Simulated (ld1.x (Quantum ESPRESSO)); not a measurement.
# chlorine: variants of one PAW potential

Base potential:

ld1.x (Quantum ESPRESSO) 7.5 input, shortened:

```
&input
   title='Cl', zed=17., rel=1, dft='PZ', iswitch=3,
   config='[Ne] 3s2 3p5 3d-2'
 /
 &inputp
   pseudotype=3, lpaw=.true., tm=.true., lloc=-1, rcloc=1.30,
   nlcc=.true., new_core_ps=.true., rcore=0.85,
   which_augfun='PSQ', rmatch_augfun_nc=.true.
 /
5
3S  1  0   2.00   0.00  1.05  1.20  0.0
3S  1  0   0.00  -0.60  1.05  1.20  0.0
3P  2  1   5.00   0.00  1.00  1.35  0.0
3P  2  1   0.00   3.30  1.00  1.35  0.0
3D  3  2  -2.00   0.45  1.15  1.25  0.0
 &test
   configts(1)='3s2 3p5'
 /
```

All-electron outer shells of the reference configuration (LDA (PZ), scalar-relativistic, ld1.x):

```
shell  level (eV)  outermost node (bohr)  outermost maximum (bohr)
   2s     -251.73                   0.12                      0.36
   2p     -191.63                      –                      0.30
   3s      -20.69                   0.56                      1.27
   3p       -8.70                   0.53                      1.43
```

Cutoffs, loose and tight: the cutoffs (Ry, on a coarse ladder) from which the occupation-weighted sum of valence levels, in a spherical-Bessel basis at the reference potential, stays within 10 and 1 mRy of its value at 400 Ry. They do not see the model core or the augmentation charge, which bear on the density cutoff. Test errors are all-electron minus pseudo excitation energies from the reference, over the configurations 3s2 3p4; 3s2 3p3; 3s2 3p2; 3s2 3p1; 3s2 3p5.3; 3s2 3p4.5; 3s1 3p6 (two spin-polarised tests are not counted in the largest error). A dash means not determined; rows that change the core or the reference have their own tests.

```csv
change,outcome,"cutoff, loose","cutoff, tight",bound ghosts,largest test error (meV)
base,generated,30 Ry,50 Ry,none,-95
"waves 3s (bound): rcut 0.76, rcutus 0.80 bohr; 3s channel at -0.6 Ry: rcut 0.76, rcutus 0.80 bohr",failed: run_pseudo: Errors in PS-KS equation,–,–,–,–
"waves 3s (bound): rcut 1.00, rcutus 1.06 bohr; 3s channel at -0.6 Ry: rcut 1.00, rcutus 1.06 bohr",failed: run_pseudo: Errors in PS-KS equation,–,–,–,–
"waves 3s (bound): rcut 1.05, rcutus 1.18 bohr; 3s channel at -0.6 Ry: rcut 1.05, rcutus 1.18 bohr",generated,30 Ry,55 Ry,none,-95
"waves 3s (bound): rcut 1.05, rcutus 1.32 bohr; 3s channel at -0.6 Ry: rcut 1.05, rcutus 1.32 bohr",generated,25 Ry,45 Ry,none,-92
"waves 3s (bound): rcut 1.05, rcutus 1.40 bohr; 3s channel at -0.6 Ry: rcut 1.05, rcutus 1.40 bohr",generated,25 Ry,45 Ry,none,-88
"waves 3s (bound): rcut 1.05, rcutus 1.52 bohr; 3s channel at -0.6 Ry: rcut 1.05, rcutus 1.52 bohr",generated,25 Ry,45 Ry,none,-81
```

Problem. What comes out with this change to the base: waves 3s (bound): rcut 1.05, rcutus 1.66 bohr; 3s channel at -0.6 Ry: rcut 1.05, rcutus 1.66 bohr?

Solution. outcome: generated; cutoff, loose: 25 Ry; cutoff, tight: 45 Ry; bound ghosts: none; largest test error (meV): -66.

Problem. What comes out with this change to the base: waves 3s (bound): rcut 1.05, rcutus 1.82 bohr; 3s channel at -0.6 Ry: rcut 1.05, rcutus 1.82 bohr?

Solution. outcome: generated; cutoff, loose: 25 Ry; cutoff, tight: 45 Ry; bound ghosts: none; largest test error (meV): -48.

Problem. What comes out with this change to the base: waves 3s (bound): rcut 0.84, rcutus 0.90 bohr; 3s channel at -0.6 Ry: rcut 0.84, rcutus 0.90 bohr?

Solution. outcome: failed: new_paw_hamiltonian: negative rho. Cause: the spherical valence density built from the smooth waves and the augmentation charge turned negative at some radius.

Reading the sweep of the s radius (base included, trends over the rows without a ghost): The loose cutoff stays near 25 Ry. The median size of the test errors (rows with all tests solved) stays near 1.8 meV. The generation fails at 0.8, 0.9, 1.06 bohr.
